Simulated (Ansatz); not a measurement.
Ansatz (a first-principles code) input (HF/LANL2DZ): The .json file is the Basis Set Exchange's LANL2DZ.

Ansatz 0.2 input:
```yaml
crystal:
  periodic: [false, false, false]
  atoms:
    - {symbol: Se, position_ang: [0.02554200, -0.01119200, 0.97920600]}
    - {symbol: Br, position_ang: [0.80545400, -1.62795800, -0.51561600]}
    - {symbol: Br, position_ang: [-0.83026600, 1.63883000, -0.43561300]}
basis:
  gaussian:
    orbitals: LANL2DZ.json
hamiltonian:
  xc: {name: HF}
relax: {f_tol: 0.003, max_steps: 120}
```

Output:

```
Functional definition: HF
integrals: 0.00 GiB planned
432 factors; integrals over basis functions are off by at most 2.6e-5 eV
mean field: 0.05 GiB planned
mean field evaluation 1: about -947.2615 eV, gradient 1.2e1 eV
mean field evaluation 2: about -947.2644 eV, gradient 1.2e1 eV
mean field evaluation 4: about -947.9892 eV, gradient 6.8e-1 eV
mean field evaluation 8: about -947.9947 eV, gradient 1.1e-3 eV
mean field -947.99472040 eV, -34.8381634007 hartree, gradient 1.4e-5 eV, S^2 0.000000; 0 other end points of the search recorded, 0 dependent functions left out
the calculation of the forces begins
reference -947.99472040 eV, -34.8381634007 hartree; 10, 10 occupied and 14, 14 virtual orbitals, 432 factors
relax step   1: F+E_penalty+E_count = -947.99472040 eV  Δ(F+E_penalty+E_count) = +0.000e0 eV  max|allowed force component| = 2.497e0 eV/Å  Δτ_max = 0.0000 Å  (27 SCF iters, accepted)
these checks for a lower state are left out or cut short: starts, cluster_reference, orbital_swaps, neighbouring_geometries, increment
integrals: 0.00 GiB planned
432 factors; integrals over basis functions are off by at most 4.3e-5 eV
mean field: 0.05 GiB planned
mean field evaluation 16: about -948.2264 eV, gradient 8.1e-6 eV
mean field -948.22644904 eV, -34.8466792713 hartree, gradient 4.7e-5 eV, S^2 0.000000; 0 other end points of the search recorded, 0 dependent functions left out
the calculation of the forces begins
reference -948.22644904 eV, -34.8466792713 hartree; 10, 10 occupied and 14, 14 virtual orbitals, 432 factors
relax step   2: F+E_penalty+E_count = -948.22644904 eV  Δ(F+E_penalty+E_count) = -2.317e-1 eV  max|allowed force component| = 4.051e-1 eV/Å  Δτ_max = 0.1410 Å  (29 SCF iters, accepted)
these checks for a lower state are left out or cut short: starts, cluster_reference, orbital_swaps, neighbouring_geometries, increment
integrals: 0.00 GiB planned
432 factors; integrals over basis functions are off by at most 4.0e-5 eV
mean field: 0.05 GiB planned
mean field -948.24396948 eV, -34.8473231357 hartree, gradient 2.5e-5 eV, S^2 0.000000; 0 other end points of the search recorded, 0 dependent functions left out
the calculation of the forces begins
reference -948.24396948 eV, -34.8473231357 hartree; 10, 10 occupied and 14, 14 virtual orbitals, 432 factors
relax step   3: F+E_penalty+E_count = -948.24396948 eV  Δ(F+E_penalty+E_count) = -1.752e-2 eV  max|allowed force component| = 8.240e-2 eV/Å  Δτ_max = 0.0782 Å  (26 SCF iters, accepted)
these checks for a lower state are left out or cut short: starts, cluster_reference, orbital_swaps, neighbouring_geometries, increment
integrals: 0.00 GiB planned
432 factors; integrals over basis functions are off by at most 4.0e-5 eV
mean field: 0.05 GiB planned
mean field evaluation 32: about -948.2460 eV, gradient 4.7e-5 eV
mean field -948.24597076 eV, -34.8473966810 hartree, gradient 4.7e-5 eV, S^2 0.000000; 0 other end points of the search recorded, 0 dependent functions left out
the calculation of the forces begins
reference -948.24597076 eV, -34.8473966810 hartree; 10, 10 occupied and 14, 14 virtual orbitals, 432 factors
relax step   4: F+E_penalty+E_count = -948.24597076 eV  Δ(F+E_penalty+E_count) = -2.001e-3 eV  max|allowed force component| = 4.738e-3 eV/Å  Δτ_max = 0.0244 Å  (25 SCF iters, accepted)
these checks for a lower state are left out or cut short: starts, cluster_reference, orbital_swaps, neighbouring_geometries, increment
integrals: 0.00 GiB planned
432 factors; integrals over basis functions are off by at most 4.0e-5 eV
mean field: 0.05 GiB planned
mean field -948.24597498 eV, -34.8473968364 hartree, gradient 2.3e-5 eV, S^2 0.000000; 0 other end points of the search recorded, 0 dependent functions left out
the calculation of the forces begins
reference -948.24597498 eV, -34.8473968364 hartree; 10, 10 occupied and 14, 14 virtual orbitals, 432 factors
relax step   5: F+E_penalty+E_count = -948.24597498 eV  Δ(F+E_penalty+E_count) = -4.226e-6 eV  max|allowed force component| = 4.219e-4 eV/Å  Δτ_max = 0.0010 Å  (18 SCF iters, accepted)
integrals: 0.00 GiB planned
432 factors; integrals over basis functions are off by at most 4.0e-5 eV
mean field: 0.05 GiB planned
mean field -948.24597498 eV, -34.8473968364 hartree, gradient 2.3e-5 eV, S^2 0.000000; 1 other end points of the search recorded, 0 dependent functions left out
the calculation of the forces begins
reference -948.24597498 eV, -34.8473968364 hartree; 10, 10 occupied and 14, 14 virtual orbitals, 432 factors
Total energy: -948.24597498 eV, -34.8473968364 hartree
Atom 0 at     0.027535    -0.012066     1.055619 Å, force     0.000011    -0.000005     0.000422 eV/Å
Atom 1 at     0.840701    -1.699905    -0.555595 Å, force     0.000065    -0.000138    -0.000214 eV/Å
Atom 2 at    -0.867506     1.711650    -0.472047 Å, force    -0.000076     0.000143    -0.000208 eV/Å
Dipole moment:     0.007346    -0.003219     0.281636 e Å
```

The geometry given is a B3LYP-D3(BJ)/def2-TZVP minimum.
